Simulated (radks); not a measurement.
Initial-state core-level shifts of neutral technetium when its valence configuration changes from [Kr] 4d5 5s2. Calculated with a radial shooting solver on a logarithmic mesh with Libxc functionals: scalar-relativistic Kohn-Sham, PBE, spin-unpolarised, spherical densities, point nucleus. Shifts are changes of the shell-averaged eigenvalues in eV (positive: less bound).

valence               1s       2p       3p       4s
4d5 5s1 5p1       -1.470   -1.432   -1.447   -1.472
4d5.5 5s1 5p0.5   +0.877   +1.006   +0.971   +0.815
4d4 5s2 5p1       -5.157   -5.385   -5.308   -4.913
4d5 5s1.5 5p0.5   -0.762   -0.743   -0.750   -0.763
4d3 5s2 5p2      -10.624  -11.154  -10.937   -9.922
4d4.5 5s2 5p0.5   -2.543   -2.647   -2.616   -2.446
4d4 5s1 5p2       -6.465   -6.667   -6.602   -6.208
4d3 5p4          -12.995  -13.492  -13.299  -12.240
4d3 5s1 5p3      -11.839  -12.352  -12.146  -11.111
